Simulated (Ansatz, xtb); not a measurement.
**Two isomers of B2Cl4H2O2**

Structure X: `[OH2+][B-](Cl)(Cl)[O+]=[B-](Cl)Cl`, a singlet. Structure Y: `Cl[B-]1(Cl)[OH+][B-](Cl)(Cl)[OH+]1`, a singlet. Both are isolated molecules in the gas phase, relaxed with PBE0-D4/def2-SVP; the shapes shown needn't be the lowest conformers.

X (Å):

| atom | x (Å) | y (Å) | z (Å) |
| --- | --- | --- | --- |
| B | 0.2513 | -1.8792 | -1.2504 |
| B | -1.5681 | -0.1172 | -1.1688 |
| Cl | -0.6649 | -3.4240 | -0.8942 |
| Cl | 1.7333 | -2.1020 | -2.2516 |
| Cl | -2.6092 | 0.8922 | -2.1390 |
| Cl | -1.8754 | -0.1324 | 0.6111 |
| O | 0.8106 | -1.3923 | 0.2044 |
| O | -0.5829 | -0.8212 | -1.6846 |
| H | 1.1969 | -2.1537 | 0.6649 |
| H | 0.0336 | -1.0774 | 0.7263 |

Y (Å):

```xyz
10

B     0.4700   -1.5073   -2.4855
B    -0.8052    0.2677   -2.2340
Cl   -0.2212   -3.1603   -2.5007
Cl    2.2449   -1.3625   -2.6839
Cl   -0.1140    1.9207   -2.2187
Cl   -2.5801    0.1231   -2.0355
O    -0.2711   -0.5422   -3.4317
O    -0.0642   -0.6973   -1.2878
H     0.3080   -0.0419   -4.0268
H    -0.6433   -1.1977   -0.6927
```

Q: Which of the two would you expect CCSD(T)/def2-SVP + ΔMP2/def2-TZVPP electronic energies to favour?

A: CCSD(T)/def2-SVP + ΔMP2/def2-TZVPP gives E(Y) − E(X) = −0.88 kcal/mol, slightly favouring structure Y, which is too small a margin to settle the true order.

Level by level:

| level | geometry | E(Y) − E(X) (kcal/mol) | departure from the last row (kcal/mol) | job, with rough time for the two |
| --- | --- | --- | --- | --- |
| PBE0-D4/def2-SVP | PBE0-D4/def2-SVP | −0.88 | 0.00 | optimisation, 1.9 min |
| HF/def2-SVP | PBE0-D4/def2-SVP | +3.61 | +4.49 | part of the CCSD(T) run |
| MP2/def2-SVP | PBE0-D4/def2-SVP | −1.18 | −0.30 | part of the CCSD(T) run |
| CCSD(T)/def2-SVP | PBE0-D4/def2-SVP | −0.67 | +0.22 | single point |
| CCSD(T)/def2-SVP + ΔMP2/def2-TZVPP | PBE0-D4/def2-SVP | −0.88 |  | single point, 2.1 min |

As drawn, Y has 2 B–O in place of 1 B=O. Structure X has no ring, Y a 4-membered ring.

The largest departure from CCSD(T)/def2-SVP + ΔMP2/def2-TZVPP is that of HF/def2-SVP, 4.49 kcal/mol. No reliable frequencies are at hand for X, so it isn't confirmed as a minimum. Levels run at GFN2-xTB geometries aren't shown. The last row adds to CCSD(T) the change of the MP2 difference between the two basis sets, here −0.22 kcal/mol.

The correlated steps freeze 24 core orbitals. Run with Ansatz 0.2.0, xtb 6.7.1; the last row on 2 threads of Arm Neoverse V1 on a shared host.
